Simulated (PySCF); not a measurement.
SMILES C[CH2][GaH][CH3] (C3H9Ga) (PBE0/def2-SVP optimised geometry):

```
13

Ga     0.329    -0.573     0.000
H     -0.432    -1.962    -0.003
C      2.301    -0.573     0.000
H      2.735     0.438     0.014
H      2.678    -1.101    -0.891
H      2.680    -1.127     0.875
C     -0.710     1.114     0.000
C     -2.229     0.981     0.006
H     -0.368     1.696    -0.877
H     -0.362     1.703     0.870
H     -2.588     0.441     0.897
H     -2.594     0.421    -0.869
H     -2.735     1.962    -0.004
```

Computed with PBE0/def2-TZVP (PySCF).

Question: What are the frontier orbital energies and the dipole moment?

Answer: HOMO-2 -9.50 eV, HOMO-1 -7.80 eV, HOMO -7.24 eV, LUMO -0.96 eV, LUMO+1 0.81 eV; dipole moment 0.69 D.

Meta-Löwdin charges at PBE0/def2-TZVP: Ga1 0.51, H2 -0.10, C3 -0.59, H4 0.12, H5 0.13, H6 0.13, C7 -0.43, C8 -0.33, H9 0.12, H10 0.11, H11 0.11, H12 0.11, H13 0.11.
